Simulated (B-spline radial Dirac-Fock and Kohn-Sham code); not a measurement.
## Auger decay of the 2p3/2 hole in Gd⁵⁺

System: Gd⁵⁺ in the configuration [Kr] 4d10 4f6 5s2 5p5.

These are calculated numbers from an atomic code on a B-spline grid; the model is one-electron (LDA, Dirac) transition rates at Dirac-Fock energies. Kinetic energies are configuration averages from the vacuum level; the two-hole energies are estimated from single-hole states.

| transition | kinetic energy (eV) | width (meV) | share (%) |
| --- | --- | --- | --- |
| L3-M1M3 | 3677.4 | 91.9 | 2.9 |
| L3-M2M3 | 3864.4 | 157 | 5.0 |
| L3-M3M3 | 4008.0 | 207 | 6.6 |
| L3-M2M5 | 4220.8 | 93.9 | 3.0 |
| L3-M3M4 | 4336.0 | 224 | 7.2 |
| L3-M3M5 | 4370.1 | 329 | 10.5 |
| L3-M4M4 | 4662.0 | 34.0 | 1.1 |
| L3-M4M5 | 4691.5 | 653 | 20.9 |
| L3-M5M5 | 4723.6 | 431 | 13.8 |
| L3-M3N3 | – | 76.1 | 2.4 |
| L3-M3N4 | 5432.9 | 40.8 | 1.3 |
| L3-M3N5 | 5439.1 | 58.6 | 1.9 |
| L3-M5N3 | – | 53.4 | 1.7 |
| L3-M4N5 | 5769.9 | 87.9 | 2.8 |
| L3-M5N4 | 5794.2 | 106 | 3.4 |
| L3-M5N5 | 5800.9 | 131 | 4.2 |

A dash stands for an energy that rests on an unreliable hole state.

The listed channels hold 89 % of the non-radiative rate. Summed by principal shells, of 3.12 eV in all: LMM 72.3 %, LMN 24.1 %, LNN 2.0 %, LMO 1.3 %, LNO 0.2 %.
